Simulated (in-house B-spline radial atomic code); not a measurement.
Values are calculated unless marked as measured or tabulated.
# Weak and strong correlation along the adiabatic connection

Two-electron singlets in several external potentials (atomic units), by full CI in B-splines with partial waves to l = 8 (correlation energies up to 0.6 % small). The repulsion is scaled by λ at fixed density; W(λ) is the mean repulsion less the Hartree energy, W(0) = E_x, and the area under W from 0 to 1 is E_xc.

One system gave this curve:

| λ | W (hartree) |
| --- | --- |
| 0 | -0.51467 |
| 0.02 | -0.51658 |
| 0.05 | -0.51939 |
| 0.12 | -0.52563 |
| 0.25 | -0.53621 |
| 0.4 | -0.54701 |
| 0.6 | -0.55945 |
| 0.8 | -0.57009 |
| 1 | -0.57927 |
| 1.4 | -0.59434 |
| 2 | -0.6112 |
| 3 | -0.63031 |
| 4.5 | -0.64819 |
| 7 | -0.66542 |
| 10 | -0.67742 |

**Question.** Which system is it?
A. −Z exp(−kr)/r, Z = 8.62, k = 3.52
B. −Z/r, Z = 0.75, wall at 4 bohr
C. ω²r²/2 − Z/r, ω = 0.0808, Z = 2
D. ω²r²/2 − Z/r, ω = 0.163, Z = 3

**Answer.** B. The exchange energy sets the size: −Z/r, Z = 0.75, wall at 4 bohr: E_x = -0.515, E_c = -0.0367; −Z exp(−kr)/r, Z = 8.62, k = 3.52: E_x = -4.53, E_c = -0.0466; ω²r²/2 − Z/r, ω = 0.163, Z = 3: E_x = -1.65, E_c = -0.0434; ω²r²/2 − Z/r, ω = 0.0808, Z = 2: E_x = -1.03, E_c = -0.042 hartree.
